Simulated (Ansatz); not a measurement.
Stretching the Al1–H2 bond in AlH3O2 (SMILES [OH][AlH][OH]) (multiplicity 1 held, fragments rigid). Energies count from the point at 1.565 Å.
Geometry at that point (charge 0, multiplicity 1):
```xyz
6

Al    -0.3508    -0.2253    -0.1869
H     -1.5469    -1.0138    -0.8163
O     -0.1288     1.3919    -0.6342
H      0.5760     1.9477    -0.2982
O      0.7340    -0.9151     0.9228
H      0.6904    -1.8192     1.2355
```

R- and RO- levels are restricted; in cc, def2 and unpolarised 6-31G sets they are followed outwards from rest. Unrestricted levels (U-) break spin symmetry where that is lower. Active spaces are followed from a long bond inwards. Curves can end on different states.

Cores are frozen in the correlated methods.

Run with Ansatz (Gaussian orbitals). Each number belongs to the level named beside it.

Energies in kJ/mol.

```csv
R (Å),R-HF/cc-pV(D+d)Z,U-MP2/cc-pV(D+d)Z,"CASSCF(2,2)/cc-pV(D+d)Z","FIC-MRCISD on CASSCF(2,2)/cc-pV(D+d)Z","FIC-MRCISD+Q on CASSCF(2,2)/cc-pV(D+d)Z"
1.252,110,109,116,110,109
1.408,22,22,26,23,22
1.565,0,0,0,0,0
1.721,15,14,9,12,13
1.878,49,47,36,43,44
2.112,118,112,91,103,106
2.347,193,195,148,165,168
2.738,311,295,228,251,256
3.130,413,329,281,307,312
3.599,511,342,312,340,346
4.225,609,347,326,354,361
5.007,689,348,329,358,364
```

Doubts at one or more of the structures used: a restricted determinant that unrestricted orbitals would lower (R-HF/cc-pV(D+d)Z); a spin-contaminated determinant (U-MP2/cc-pV(D+d)Z).

Ansatz is a first-principles code.
